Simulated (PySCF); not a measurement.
## Ionisation energy of Be+ by level of theory

Be+ [He] 2s1 [2s1/2^1, M_J = 1/2] → Be(2+) 1s2, as a difference of total energies. Calculation: PySCF 2.14, in an uncontracted even-tempered set (18 s from 0.06 bohr⁻², ratio 2.4; 10 p from 0.077 bohr⁻², ratio 2.4; 6 d from 0.24 bohr⁻², ratio 2.6; 5 f from 0.36 bohr⁻², ratio 2.6); the two-component X2C-1e Hamiltonian. Correlated levels: nothing frozen; the 30 highest virtual spinors dropped. "Screened" scales the spin-orbit matrix elements by Boettger's factors to mimic the two-electron term; Breit and QED terms are absent.

| method | ionisation energy (eV) | error (eV) |
| --- | --- | --- |
| GHF (screened spin-orbit) | 18.130 | -0.081 |
| GMP2 (screened spin-orbit) | 18.202 | -0.009 |

Reference: 18.211 eV (measured; NIST Atomic Spectra Database, ionization energies).
